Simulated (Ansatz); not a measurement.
Frontier orbitals of Br2Cl2Ti, SMILES `[Cl][Ti]([Cl])([Br])[Br]`.

Total charge 0; spin multiplicity 1. Correlated methods include outer-core shells of Br, Ti, which these sets cover unevenly. Scalar relativity is left out up to krypton. The geometry is a stationary point of PBE0-D4/def2-TZVP. Basis def2-TZVPP, the Gaussian-basis code of Ansatz.

```csv
functional,HOMO (eV),LUMO (eV),gap (eV)
PBE,-7.68,-4.51,3.17
B97M-V,-8.08,-4.52,3.56
PBE0,-8.92,-3.73,5.19
ωB97M-V,-11.02,-1.66,9.36
```

A quarter of exact exchange (PBE0) shifts PBE's HOMO by −1.24 eV and its LUMO by +0.77 eV; full exchange at long range (ωB97M-V) shifts them by −3.34 and +2.84 eV. The gap opens from 3.17 to 9.36 eV, since occupied levels lose self-interaction and empty ones feel all the electrons.
